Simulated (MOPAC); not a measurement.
Input for MOPAC: PM7 on HIN2 (a complex), monomers drawn apart or pushed together.

```
PM7 1SCF PRECISE CHARGE=0 THREADS=1
HIN2

N      0.10168156 1     0.11003442 1    -1.00507190 1
N      0.21013912 1     0.11946585 1     0.08007301 1
I      0.65908775 1     0.17856819 1     6.36779160 1
H      0.57462930 1     0.16233380 1     4.75492200 1
```

Program output:

```
*******************************************************************************
 **                                                                           **
 **                              MOPAC v23.2.5                                **
 **                                                                           **
 *******************************************************************************
 ** MOPAC's Digital Object Identifier: https://doi.org/10.5281/zenodo.6511958 **
 **                                                                           **
 ** Please cite the open-source release paper for use of this MOPAC version:  **
 ** J. E. Moussa and J. J. P. Stewart (2026)                                  **
 ** MOPAC: An open-source semiempirical molecular orbital program             **
 ** J. Open Source Softw., 11(119), 8025, https://doi.org/10.21105/joss.08025 **
 *******************************************************************************

                              PM7 CALCULATION RESULTS

 *******************************************************************************
 *  PM7        - The PM7 Hamiltonian to be used
 *
 *
 *
 *                 CHARGE ON SYSTEM = 0
 *
 *
 *
 *  PRECISE    - TIGHTER CRITERIA TO BE USED
 *  1SCF       - DO 1 SCF AND THEN STOP
 *  THREADS=1  - MULTI-THREADING NOT USED
 *  T=         - A TIME OF 172800.0 SECONDS REQUESTED
 *  DUMP=N     - RESTART FILE WRITTEN EVERY 7200.0 SECONDS REQUESTED
 *******************************************************************************
PM7 1SCF PRECISE CHARGE=0 THREADS=1
 HIN2

   ATOM   CHEMICAL          X               Y               Z
  NUMBER   SYMBOL      (ANGSTROMS)     (ANGSTROMS)     (ANGSTROMS)

     1       N          0.10168156  *   0.11003442  *  -1.00507190  *
     2       N          0.21013912  *   0.11946585  *   0.08007301  *
     3       I          0.65908775  *   0.17856819  *   6.36779160  *
     4       H          0.57462930  *   0.16233380  *   4.75492200  *



          CARTESIAN COORDINATES

    NO.       ATOM           X           Y           Z

     1         N          0.1017      0.1100     -1.0051
     2         N          0.2101      0.1195      0.0801
     3         I          0.6591      0.1786      6.3678
     4         H          0.5746      0.1623      4.7549

 General Reference for PM7:
 "Optimization of Parameters for Semiempirical Methods VI: More Modifications to the
 NDDO Approximations and Re-optimization of Parameters", J. J. P. Stewart, J. Mol. Mod., 1:32, 19 (2013)
 https://link.springer.com/article/10.1007/s00894-012-1667-x

           Empirical Formula: H N2 I  =     4 atoms



      MOLECULAR POINT GROUP   :   C2v


      RHF CALCULATION, NO. OF DOUBLY OCCUPIED LEVELS = 9


 -------------------------------------------------------------------------------
 PM7 1SCF PRECISE CHARGE=0 THREADS=1
 HIN2



     1SCF WAS SPECIFIED, SO BFGS WAS NOT USED
     SCF FIELD WAS ACHIEVED


                              PM7 CALCULATION
                                                       MOPAC v23.2.5 Linux




          FINAL HEAT OF FORMATION =         34.20831 KCAL/MOL =     143.12758 KJ/MOL


          COSMO AREA              =        126.09 SQUARE ANGSTROMS
          COSMO VOLUME            =         94.06 CUBIC ANGSTROMS

          IONIZATION POTENTIAL    =          9.556403 EV
          HOMO LUMO ENERGIES (EV) =         -9.556  0.001
          NO. OF FILLED LEVELS    =          9
          MOLECULAR WEIGHT        =        155.9258         POINT GROUP:  C2v

          MOLECULAR DIMENSIONS (Angstroms)

            Atom       Atom       Distance
            I     3    N     1     7.39422
            H     4    I     3     0.03739
            I     3    N     2     0.00022


          SCF CALCULATIONS        =          1





   ATOM   CHEMICAL          X               Y               Z
  NUMBER   SYMBOL      (ANGSTROMS)     (ANGSTROMS)     (ANGSTROMS)

     1       N          0.10168156  *   0.11003442  *  -1.00507190  *
     2       N          0.21013912  *   0.11946585  *   0.08007301  *
     3       I          0.65908775  *   0.17856819  *   6.36779160  *
     4       H          0.57462930  *   0.16233380  *   4.75492200  *

                             CARTESIAN COORDINATES

   1    N        0.101681560     0.110034420    -1.005071900
   2    N        0.210139120     0.119465850     0.080073010
   3    I        0.659087750     0.178568190     6.367791600
   4    H        0.574629300     0.162333800     4.754922000


           Empirical Formula: H N2 I  =     4 atoms



      MOLECULAR POINT GROUP   :   C2v


                  EIGENVALUES
 -43.30024 -24.68837 -22.01142 -16.89604 -16.89604 -13.61654 -12.39297  -9.55640
  -9.55640   0.00118   0.00118   2.23786   3.64476 123.77058 123.77058 123.89290
 124.21283 124.21283


              NET ATOMIC CHARGES AND DIPOLE CONTRIBUTIONS

  ATOM NO.   TYPE          CHARGE      No. of ELECS.   s-Pop       p-Pop       d-Pop
    1          N           0.006243        4.9938     1.82592     3.16784
    2          N          -0.006243        5.0062     1.82561     3.18064
    3          I          -0.173670        7.1737     1.87284     5.29753     0.00330
    4          H           0.173670        0.8263     0.82633
 DIPOLE           X         Y         Z       TOTAL
 POINT-CHG.    -0.074    -0.014    -1.378     1.380
 HYBRID        -0.049    -0.009    -0.934     0.935
 SUM           -0.122    -0.023    -2.312     2.315


          ATOMIC ORBITAL ELECTRON POPULATIONS

     Atom    s        px        py        pz      x^2-y^2     xz        z^2       yz        xy
    1  N   1.82592   0.99928   0.99757   1.17099
    2  N   1.82561   1.00416   1.00246   1.17402
    3  I   1.87284   1.99788   1.99973   1.29992   0.00000   0.00022   0.00288   0.00020   0.00000
    4  H   0.82633

 **********************
 *                    *
 * JOB ENDED NORMALLY *
 *                    *
 **********************




 == MOPAC DONE ==
```

The run finished.

Cost: around 0.04 core-seconds (rough).
